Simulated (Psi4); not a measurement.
Cl₃Sb (SMILES [Cl][Sb]([Cl])[Cl]), singlet, geometry from GFN2-xTB (core potentials on Sb). Base run: PBE/def2-SVP (Psi4).

Psi4 was given this input:
```
memory 2 GB

molecule {
0 1
  Sb    0.00484300   -0.00078460    0.61928673
  Cl   -1.76019696   -0.96558664   -0.60678369
  Cl    0.03597192    2.00418831   -0.61706773
  Cl    1.70969605   -1.03624788   -0.63400877
}

set basis def2-svp

energy('pbe')
print_variables()
```

The base run was repeated with changes; each row names its change, and settings that it needs were set with it.

```tsv
change	ΔE vs base (µEh)	SCF cycles	grid points	basis functions
base	0.0	8	83252	80
e_convergence = 1e-4	0.0	8	83252	80
dft_pruning_scheme = robust	0.0	8	63098	80
dft_radial_scheme = multiexp	-10.0	8	90039	80
df_basis_scf = def2-universal-jkfit	0.0	8	83252	80
e_convergence = 1e-10	0.0	11	83252	80
dft_spherical_points = 110	444	8	30705	80
dft_basis_tolerance = 1e-8	0.0	8	80804	80
dft_spherical_points = 590	-10.5	8	162377	80
dft_spherical_points = 974	-9.6	8	267297	80
scf_type = out_of_core	53.8	8	83252	80
ints_tolerance = 1e-8	0.0	8	83252	80
dft_radial_points = 99	-0.5	8	109969	80
```
